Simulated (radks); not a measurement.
Task: The mean radii <r> (bohr) of the occupied orbitals of an atom or ion are listed with their occupations. Method: scalar-relativistic Kohn-Sham, PBE, spin-unpolarised, spherical densities, point nucleus; computed with a radial shooting solver on a logarithmic mesh with Libxc functionals.

orbital  occ.      <r>
1s          2  0.01773
2s          2  0.07489
2p          6  0.06728
3s          2   0.1939
3p          6   0.1945
3d         10   0.1762
4s          2   0.4318
4p          6   0.4594
4d         10   0.4890
5s          2    1.003
4f         14   0.5559
5p          6    1.159
5d          5    1.608

Name the element and its charge.

Result: Z = 76, osmium, charge +3: Os3+ in [Xe] 4f14 5d5. The 1s radius gives Z: for a bare nucleus <r> = (2 gamma + 1)/(2Z) with gamma = sqrt(1 - (Z/c)^2), 0.01753 bohr for Z = 76, and screening makes it slightly larger (0.01773 here). The occupations add up to 73, and the charge is Z minus that.
